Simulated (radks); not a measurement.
Values are calculated unless marked as measured or tabulated.
Spherical jellium clusters: N electrons in a uniform positive sphere of charge N and radius rs N^(1/3), rs = 3.93 bohr. Level of theory: non-relativistic Kohn-Sham, LDA (Slater exchange, Perdew-Wang correlation), spin-polarised, spherical densities (a radial shooting solver with Libxc functionals). Levels are named by radial order and angular momentum (1s, 1p, 1d, 2s, ...), and open shells are averaged over m.

N = 17, configuration 1s2 1p6 1d(up 5, down 4). This is the lowest configuration that the search found. Occupied and some empty levels:

level,occupation,eigenvalue (eV),<r> (bohr)
1s up,1,-5.1579,6.127
1s down,1,-5.0945,6.071
1p up,3,-4.2211,7.461
1p down,3,-4.1411,7.454
1d up,5,-3.1027,8.407
1d down,4,-3.0209,8.426
2s up,0,-2.7234,7.153
2s down,0,-2.6839,7.195
1f up,0,-1.8392,9.296
1f down,0,-1.7635,9.338
2p up,0,-1.3555,9.164
2p down,0,-1.3158,9.214

Energy (eV): total -31.1948, kinetic 30.417, external -919.83, Hartree 453.96, exchange-correlation -62.678, background 466.94.

Electron density:

r (bohr),n(r) (e/bohr^3)
0.734,0.002038
1.55,0.002239
2.37,0.002592
3.19,0.003084
4.00,0.003664
4.82,0.004234
5.64,0.004655
6.46,0.004770
7.27,0.004462
8.09,0.003727
8.91,0.002727
9.72,0.001731
10.5,0.0009649
11.4,0.0004881
12.2,0.0002315
13.0,0.0001060
13.8,0.00004662
14.6,0.00002003
15.4,8.478e-06
16.3,3.596e-06
